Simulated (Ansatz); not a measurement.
Cost and result for the atomization energy of `C[O][Sn]([F])([F])[O]C` (13 atoms, 12 bonds).

```xyz
13

C     0.7430    0.2147   -2.4331
O     1.1911    0.3197   -1.0904
Sn    0.0158    0.9418    0.3047
F     1.1204    1.6355    1.6813
F    -1.0535    2.3434   -0.3940
O    -1.1916   -0.3431    1.0830
C    -0.7600   -1.2284    2.1051
H     0.3100    1.1503   -2.8002
H     0.0076   -0.5878   -2.5554
H     1.6176   -0.0237   -3.0415
H    -0.3021   -0.6989    2.9463
H    -1.6475   -1.7510    2.4675
H    -0.0510   -1.9726    1.7267
```

The species carries charge 0 and has multiplicity 1. Correlated methods include outer-core shells of Sn, which these sets cover unevenly. Sn: def2 effective core potential. Geometry: relaxed with PBE0-D4/def2-TZVP. It is one conformer, not always the lowest. Program: Ansatz. All runs use 2 threads of an AMD EPYC 7R13 on a shared host and a share of an NVIDIA H100 80 GB. Times are those of one run each, without the atoms' runs, and a repeat can differ threefold. Electronic energies, without spin–orbit coupling; frozen cores. CCSD(T)/CBS adds CCSD(T) − MP2 in def2-TZVPP to the MP2 limit, and its time is that of the two runs behind it. T1 = 0.015. With those shells the extrapolation isn't a true limit. B3LYP takes the VWN-RPA correlation (the form of Gaussian; ORCA's B3LYP/G).

CCSD(T)/CBS is a level of theory with its own doubt, some kJ/mol a heavy atom from the limit and from the frozen cores, so smaller differences don't rank the functionals.

| level | functions | wall time | atomization (kcal/mol) | difference from CCSD(T)/CBS | per bond |
| --- | --- | --- | --- | --- | --- |
| MP2/def2-QZVPP | 604 | 4.2 s | 1169.2 | 14.0 | 1.2 |
| PBE0-D4/def2-TZVPP | 320 | 4.5 s | 1136.7 | -18.5 | -1.5 |
| BLYP-D4/def2-TZVPP | 320 | 5.5 s | 1148.1 | -7.1 | -0.6 |
| r2SCANh-D4/def2-TZVPP | 320 | 5.5 s | 1134.1 | -21.1 | -1.8 |
| CAM-B3LYP-D4/def2-TZVPP | 320 | 5.5 s | 1149.4 | -5.8 | -0.5 |
| LDA (SPW92)/def2-TZVPP | 320 | 6 s | 1334.7 | 179.5 | 15.0 |
| B3LYP-D4/def2-TZVPP (with forces) | 320 | 6 s | 1138.6 | -16.6 | -1.4 |
| PBE-QIDH/def2-TZVPP | 320 | 6 s | 1128.9 | -26.3 | -2.2 |
| CCSD(T)/def2-SVP | 140 | 7 s | 1070.1 | -85.1 | -7.1 |
| B97M-V/def2-TZVPP | 320 | 7.5 s | 1149.4 | -5.8 | -0.5 |
| ωB97X-V/def2-TZVPP | 320 | 9.5 s | 1149.8 | -5.4 | -0.4 |
| CCSD(T)/def2-TZVPP | 320 | 17 s | 1116.3 | -38.9 | -3.2 |
| CCSD(T)/CBS(def2) | – | 21 s | 1155.2 | 0.0 | 0.0 |

The D4 term adds +10.0 kcal/mol with B3LYP and +5.3 kcal/mol with PBE0; it sums over pairs of atoms, weighted by their polarisabilities, and B3LYP, whose exchange is more repulsive, gets the larger term. From r2SCAN to r2SCAN0 (25 % exact exchange), in def2-TZVPP and without D4, the atomization energy moves by −32.5 kcal/mol: exact exchange takes away binding that semilocal exchange gives to molecules. At CCSD(T), def2-SVP lies −85.1 kcal/mol from the extrapolated value and def2-TZVPP −38.8 kcal/mol: correlation converges slowly with the basis, and small sets miss more of it in the bonded molecule than in its fragments.

Spin–orbit coupling would lower the free Sn atoms strongly, and the atomization energy with them, by more than many differences here. For some Ge, Se and Sn compounds the MP2-based and the directly extrapolated limit differ by 10 to 25 kJ/mol.
